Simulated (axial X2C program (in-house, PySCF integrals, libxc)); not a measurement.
Nuclear properties of ClCuCl⁻

Calculated with an in-house all-electron X2C program for linear molecules (integrals from PySCF): two-component X2C with atomic mean-field Coulomb and Gaunt terms, Gaussian nuclei, basis Cl dyall-av3z, Cu dyall-v3z with contracted cores.

Cl–Cu–Cl held linear, with bonds 2.120 and 2.120 Å (near the PBE0 minimum at charge -1 of the determinant lowest at the starting distance; the state shown can have its own minimum elsewhere, held linear; other orders of the atoms were not compared).

Input and command:
```json
{"zs": [17, 29, 17], "q": -1, "bas": ["dyall-av3z", "dyall-v3z", "dyall-av3z"], "r0": [2.11, 2.11], "symm": 1, "scan": ["PBE0", "HF", "TPSSh"], "levels": ["PBE0", "HF", "B3LYP"], "nst": 2}
```
```bash
python solin.py task.json out
```

Keys: zs atomic numbers; q charge; bas basis sets; r0 starting distance in Å; symm equal bonds; scan levels of the two-bond scan; levels methods; nst determinants followed.

Determinant lowest in the PBE0 search, Ω = 0 (closed shell), highest spinor 60% Cu d, 38% Cl p:

```json
{"level": "PBE0", "qzz Cl (a.u.)": "1.11", "qzz Cu (a.u.)": "-0.77"}
{"level": "HF", "qzz Cl (a.u.)": "0.71", "qzz Cu (a.u.)": "-1.64"}
{"level": "B3LYP", "qzz Cl (a.u.)": "1.13", "qzz Cu (a.u.)": "-0.65"}
```

qzz is the electric field gradient, eQq0 = 234.96 MHz × Q/barn × qzz. The operators were transformed with the bare-nucleus X2C matrices; with these basis sets, hyperfine constants and field gradients can be off by tens of per cent, and where levels differ in sign neither size nor sign is settled.

**Question.** With Q(35Cl) = -0.08112 barn (Q from Pyykkö, Mol. Phys. 2018), turn the PBE0 values of the first state into constants in MHz.

**Answer.** eQq0(35Cl) = 234.96 × (-0.08112) × (1.11) = -21.2 MHz.

The molecule was held linear; bending was not examined, so a bent shape may lie lower.

Each state is one determinant with collinear spin. For an anion, determinants above electron detachment, or with a positive highest level, are held by the basis set. The search compared states at one distance, so a state with another bond length can lie lower. Where a field gradient or hyperfine factor spreads by more than a factor of two over the levels, a constant derived from it is not to be relied on.
